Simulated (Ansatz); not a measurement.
One geometry of Cs3I2, several levels of theory.

```yaml
crystal:
  periodic: [false, false, false]
  atoms:
    - {symbol: Cs, position_ang: [-0.109810, -2.314103, 1.325956]}
    - {symbol: Cs, position_ang: [-1.289225, 2.347308, -0.144139]}
    - {symbol: Cs, position_ang: [2.636590, -0.280542, -2.896896]}
    - {symbol: I, position_ang: [1.950348, 0.704124, 0.635160]}
    - {symbol: I, position_ang: [-3.187903, -0.456777, 1.079918]}
basis:
  gaussian: {orbitals: def2-TZVP, initial_orbitals: start.molden}
magnetization: {spin_polarized: true, initial_magnetization: 1}
hamiltonian: {xc: {name: PBE-QIDH}}
scf: {omitted_lower_state_checks: [starts]}
```

The file start.molden holds the orbitals of an earlier run on this structure, at another level or in another basis.

```sh
$ ansatz run in.yaml --threads 4 --pin off --events-out ev --progress --plain --max-ram 4787MiB
```

Shortened log:

```
Functional definition: PBE-QIDH
1788 factors; integrals over basis functions are off by at most 1.6e-4 eV
mean field evaluation 1: about -17827.6406 eV, gradient 6.9e0 eV
mean field evaluation 2: about -17827.8395 eV, gradient 2.7e-1 eV
mean field evaluation 4: about -17828.0168 eV, gradient 2.9e-2 eV
mean field evaluation 8: about -17828.0169 eV, gradient 1.6e-6 eV
mean field -17828.01692621 eV, -655.1675377744 hartree, gradient 2.4e-6 eV, S^2 0.750319; 0 other end points of the search recorded, 0 dependent functions left out
8 core orbitals not correlated: weight in the atoms' cores, before any rotation towards them, 1.000 or more for the frozen orbitals, at most 0.000 for the correlated occupied ones
reference -17828.01695109 eV, -655.1675386885 hartree; 31, 30 occupied and 148, 149 virtual orbitals, 1788 factors
second order -39.50852247 eV of doubles, -0.00000000 eV of singles
Total energy: -17841.18645858 eV, -655.6515091622 hartree
Checks for a lower state left out: starts
```

It took 20 s on 4 threads of Arm Neoverse V2 on a shared host, peak host memory 0.83 GiB.

The first input with `gaussian: {orbitals: def2-SVP, initial_orbitals: start.molden}`, `hamiltonian: {xc: pbe, dispersion: d4}`, `output: {orbitals: {seedname: orbitals}}` (abridged; 6 s):

```
Functional definition: PBE
mean field -17852.71327000 eV, -656.0751116689 hartree, gradient 4.0e-5 eV, S^2 0.750124
Total energy: -17852.88606659 eV, -656.0814618264 hartree
Checks for a lower state left out: starts
```

First input, but with `hamiltonian: {xc: r2scan, dispersion: d4}`, `output: {orbitals: {seedname: orbitals}}` (abridged; 20 s):

```
Functional definition: r2SCAN
mean field -17860.83083920 eV, -656.3734268348 hartree, gradient 1.1e-5 eV, S^2 0.750352
Total energy: -17860.86329806 eV, -656.3746196757 hartree
Checks for a lower state left out: starts
```

Geometry: PBE-D4/def2-SVP.

In the def2 sets Cs, I take a core potential; there is no spin–orbit coupling. Correlated methods freeze 8 core orbitals; core or outer-core shells of Cs, I are correlated, in sets that lack core-valence functions. Another isomer (doublet) lies 0.08 eV lower at PBE0-D4/def2-TZVP; other spin states weren't run for this one.
